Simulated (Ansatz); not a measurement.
Born–Oppenheimer molecular dynamics of CH4BClSi (8 atoms, charge 0, multiplicity 1). It starts from a relaxed structure.

All numbers below come from Ansatz, RKS PBE-D4/def2-SVP.

| Property | Result |
| --- | --- |
| ensemble | NVT, Langevin thermostat |
| time step | 0.5 fs |
| steps asked | 150 |
| set temperature | 500 K |
| friction | 0.001 /fs |
| temperature schedule | 37 steps to 500 K, then 113 steps to 125 K |
| seed | 71364 |

First frame:

```xyz
8
Properties=species:S:1:pos:R:3
B -0.339 1.369 -0.218
C 0.587 0.200 -0.478
Si 0.024 -1.193 0.382
Cl 0.893 -3.064 0.391
H -0.145 2.464 -0.717
H -1.315 1.231 0.509
H 1.488 0.203 -1.111
H -1.192 -1.210 1.243
```

(1) How far do the bonds stretch over the last three quarters of this one trajectory? (Pairs bonded in most of those frames.)

## Answers

(1) 
| bond | mean (Å) | spread (Å) | shortest | longest |
| --- | --- | --- | --- | --- |
| B1–C2 | 1.514 | 0.034 | 1.46 | 1.56 |
| B1–H5 | 1.224 | 0.020 | 1.19 | 1.25 |
| B1–H6 | 1.225 | 0.010 | 1.20 | 1.24 |
| C2–Si3 | 1.735 | 0.012 | 1.72 | 1.76 |
| C2–H7 | 1.100 | 0.007 | 1.08 | 1.11 |
| Si3–Cl4 | 2.067 | 0.052 | 1.99 | 2.15 |
| Si3–H8 | 1.492 | 0.016 | 1.47 | 1.52 |

Mean temperature of the second half: 298 K. The schedule's set-point averaged 249 K over the second half and the system 298 K, so it lags behind the ramp. A run of 0.075 ps of so small a system gives no equilibrium averages.

Run time: 8.7 min on 1 thread of Intel(R) Xeon(R) Processor @ 2.50GHz (Skylake/Cascade Lake) (shared host), peak memory 0.11 GiB.
